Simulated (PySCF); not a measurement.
# Ionising NaTl

RHF-MP2; PySCF, scalar-relativistic core potentials, basis sets Na cc-pVDZ, Tl cc-pVDZ-PP with ECP60. Neutral (RHF): singlet (closed shell), Re = 3.296 Å, ωe = 141 cm⁻¹, De = 0.53 eV.

NaTl⁺ (UHF): doublet (σ ↑), Re = 3.595 Å, ωe = 98.9 cm⁻¹. The energies at the minima are -333.43772 hartree for NaTl and -333.27253 for NaTl⁺.

**Question.** Work out the adiabatic ionisation energy, without and with harmonic zero-point energies (1 hartree = 27.2114 eV, 1 eV = 8065.5 cm⁻¹), and the change of the bond length.

**Answer.** At MP2: 0.16519 hartree = 4.495 eV between the minima; the zero-point term (98.9 − 141.0)/2 cm⁻¹ = -0.003 eV makes it 4.492 eV. Re changes by +29.9 pm against the neutral. The electron leaves a σ orbital, and the longer bond of the ion fits a bonding orbital, or a change in how ionic the bond is.

Correlated steps freeze 5 core orbitals. Correlated levels converge slowly with the basis: in double zeta they bind strong bonds too weakly, by up to about 1 eV, and carry superposition errors of some tenths. Spin–orbit coupling is left out, which matters for elements this heavy, above all for dissociation energies. Where the molecule has an RHF reference, its open-shell atoms are computed with UHF. States were picked by a PBE0 search and need not be the measured ground states.

Neutral and ion stand on different kinds of reference determinant, which adds to the error of the difference.
